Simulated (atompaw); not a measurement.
# What one change does to a pseudopotential (beryllium, PAW (atompaw))

| Quantity | Value |
| --- | --- |
| Element | beryllium (Be) |
| Generator | atompaw 4.2.0.5 |
| Type | PAW |
| Functional | PBE |
| Relativity | scalar-relativistic |
| Frozen core | none |
| Valence charge | 4 |
| Reference configuration | 1s2 2s0 2p0 (charge +2) |
| Partial waves | 1s (bound); 2s (bound, empty); 2p (bound, empty); 2p channel at 0.1 Ry; 3d channel at -0.1 Ry; 3d channel at 1.35 Ry |
| Local potential | ultrasoft scheme with l = 3 at 0 Ry, radius 2.70 bohr |
| Core correction | none |
| Augmentation charge | sinc compensation charge, radius 3.00 bohr; PAW radius 3.00 bohr; waves and projectors: bloechl |

Change: waves 1s (bound): rc 0.50 bohr; 2s (bound): rc 0.75 bohr; 2p (bound): rc 3.00 bohr; 2p channel at 0.1 Ry: rc 3.00 bohr; 3d channel at -0.1 Ry: rc 2.65 bohr; 3d channel at 1.35 Ry: rc 2.65 bohr; augmentation sinc compensation charge, radius 3.00 bohr; PAW radius 3.00 bohr; waves and projectors: custom rrkj vanderbiltortho.

Cutoffs: the cutoffs (Ry, on a coarse ladder) from which the occupation-weighted sum of valence levels, in a spherical-Bessel basis at the reference potential, stays within 10 and 1 mRy of its value at 400 Ry; they do not see the model core or the augmentation charge, which bear on the density cutoff.

What does the change do?

The potential gets harder (12 Ry and 18 Ry → 200 Ry and 260 Ry); the range in which the s phases agree widens (upper end -0.4 → at the end of the scan); the range in which the p phases agree narrows (upper end 4.1 → 0.6); neither file shows a bound ghost.

| quantity | base | changed |
| --- | --- | --- |
| cutoff, loose | 12 Ry | 200 Ry |
| cutoff, tight | 18 Ry | 260 Ry |
| bound ghosts | none | none |
| s: phases at 3.01 bohr within 0.05 rad from the reference energy up to (Ry; the scan ends near 5) | -0.4 | to the end of the scan |
| p: phases at 3.01 bohr within 0.05 rad from the reference energy up to (Ry; the scan ends near 5) | 4.1 | 0.6 |
| d: phases at 3.01 bohr within 0.05 rad from the reference energy up to (Ry; the scan ends near 5) | to the end of the scan | 3.2 |
| lowest overlap eigenvalue by channel | s 1.00, p 1.00, d 1.00 | s 0.63, p 0.86, d 0.98 |

Base: The cutoffs count occupied waves only; the empty 2s level needs 18 Ry at the loose tolerance. The cutoffs see the waves, projectors and local potential, not the compensation charge or the core.
